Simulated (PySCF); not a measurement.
## Correlation energy of Se+ (selenium, charge +1)

[Ar] 3d10 4s2 4p3, high-spin 4S determinant. All numbers are calculated (PySCF 2.14, the spin-free X2C one-electron Hamiltonian (Gaussian nucleus), in Sapporo-DKH3-DZP-2012 (6s5p3d1f, 43 functions)). Frozen: [Ar] 3d10; 5 electrons correlated.

MP2 pair energies summed by pair of shells (mhartree):

```tsv
pair	energy	share (%)
4s-4p	-38.32	65.5
4p-4p	-14.03	24.0
4s-4s	-6.18	10.6
```

Total MP2 correlation energy: -58.53 mhartree.

Same-spin part -15.92 and opposite-spin part -42.61 mhartree; SCS-MP2 scales them by 1/3 and 6/5 to -56.44 mhartree.

```csv
level,correlation energy (mhartree)
CCSD,-73.17
(T),-0.83
CCSD(T),-74.00
```

Diagnostics: T1 = 0.0013, D1 = 0.0029, largest double amplitude 0.058.

Cost of the coupled-cluster step: 0.61 s of wall time on 1 thread of Neoverse-N1 (shared host), for 5 correlated electrons.
